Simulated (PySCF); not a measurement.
Computed shifts of a molecule C5H4F2, PySCF with PBE/pcSseg-1, GIAO, gas phase, atoms alike by connectivity averaged where their shifts nearly agree, in ppm (number of nuclei): ¹⁹F: -172.6 (1), -176.4 (1). ¹³C: 155.3 (1), 151.9 (1), 136.9 (1), 124.5 (1), 41.6 (1). ¹H: 6.72 (1), 6.08 (1), 3.38 (2). References: ¹⁹F against CFCl3 (σ = 133.6 ppm); ¹³C against TMS (σ = 182.0 ppm); ¹H against TMS (σ = 31.49 ppm), references at their B3LYP-D3(BJ)/def2-TZVP geometries, non-relativistic. Geometry: B3LYP-D3(BJ)/def2-SVP. One conformer was computed; it need not be the lowest.

### Question
Which molecule gave these data?
A) CC#CC=C(F)F
B) C=CC(F)=C=CF
C) C=CC=C=C(F)F
D) FC1=C(F)CC=C1

### Answer
D, FC1=C(F)CC=C1
